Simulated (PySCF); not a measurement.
# Chlorine: a sound run and one with changed settings

Sound run: Cl⁺ [Ne] 3s2 3p4, Cl²⁺ [Ne] 3s2 3p3. Calculation: PySCF 2.14, in pcseg-2 (5s4p2d1f, 34 functions); no relativity, point nucleus. In the sound run the correlated levels freeze [Ne]. The sound run starts from symmetry-adapted Hartree-Fock orbitals and uses a fine grid where one is needed.

Changed run: initial guess sap, at most 50 SCF cycles.

| species | method | sound run (hartree) | changed run (hartree) | converged |
| --- | --- | --- | --- | --- |
| Cl⁺ | UHF | -459.04474 | -459.04474 | yes |
| Cl⁺ | MN15 | -459.59818 | -459.59818 | yes |
| Cl⁺ | CCSD(T) | -459.18992 | -459.18992 | yes |
| Cl²⁺ | M06-L | -458.79830 | -458.79830 | yes |
| Cl²⁺ | MP2 | -458.30489 | -458.30489 | yes |

Here the plain start reaches the same solutions.
